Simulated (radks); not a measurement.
The selenium ion Se2+ inside a hard spherical wall (all orbitals vanish at R), configuration held at [Ar] 3d10 4s2 4p2 and not refilled when levels cross. Method: scalar-relativistic Kohn-Sham, LDA (Slater exchange, Perdew-Wang correlation), spin-polarised, spherical densities, finite nucleus; open shells are filled with parallel spins first; Fermi nuclear charge, rms radius 4.14 fm; computed with a radial shooting solver on a logarithmic mesh with Libxc functionals. Eigenvalues in eV for spin up, with the zero of energy where the potential of the charges vanishes at infinity; a dash marks a level that is unbound or too diffuse for the functional's potential to be trusted. A positive occupied level is held by the wall or, in an anion where self-interaction has pushed it up, behind a barrier. The pressure on the wall is -dE/dV.

R (bohr)  E (hartree)  kinetic (hartree)    e(3p)    e(3d)    e(4s)    e(4p)  e(5s, empty)  e(4d, empty)  pressure (GPa)
free      -2425.64587           2474.360  -175.48  -76.150  -38.671  -26.456       -11.530       -11.335               0
15        -2425.64587           2474.360  -175.48  -76.150  -38.671  -26.456       -11.530       -11.335        < 0.0001
12        -2425.64587           2474.360  -175.48  -76.150  -38.671  -26.456       -11.529       -11.335        < 0.0001
10        -2425.64587           2474.360  -175.48  -76.150  -38.671  -26.456       -11.518       -11.333        < 0.0001
8         -2425.64586           2474.360  -175.48  -76.149  -38.671  -26.455       -11.381       -11.302        0.000609
4         -2425.57638           2474.885  -174.00  -74.690  -37.541  -24.913         2.926        -6.501            21.8
3.5       -2425.44460           2475.649  -172.28  -73.008  -36.003  -22.795        14.643        -2.266            81.3
